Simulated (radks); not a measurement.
The mean radii <r> (bohr) of the occupied orbitals of an atom or ion are listed with their occupations. All-electron calculation, non-relativistic Kohn-Sham, PBE, spin-polarised, spherical densities, point nucleus. Program: a radial shooting solver on a logarithmic mesh with Libxc functionals.

orbital  occ.      <r>
1s up       1  0.08155
1s down     1  0.08155
2s up       1   0.3900
2s down     1   0.3900
2p up       3   0.3514
2p down     3   0.3514
3s up       1    1.276
3s down     1    1.274
3p up       3    1.438
3p down     3    1.433
4s up       1    4.947

Name the element and its charge. Open shells, if any, are filled with parallel spins first.

Answer. Z = 19, potassium, charge 0: K in [Ar] 4s1. The 1s radius gives Z: for a bare nucleus <r> = 1.5/Z, 0.07895 bohr for Z = 19, and screening makes it slightly larger (0.08155 here). The occupations add up to 19, and the charge is Z minus that.
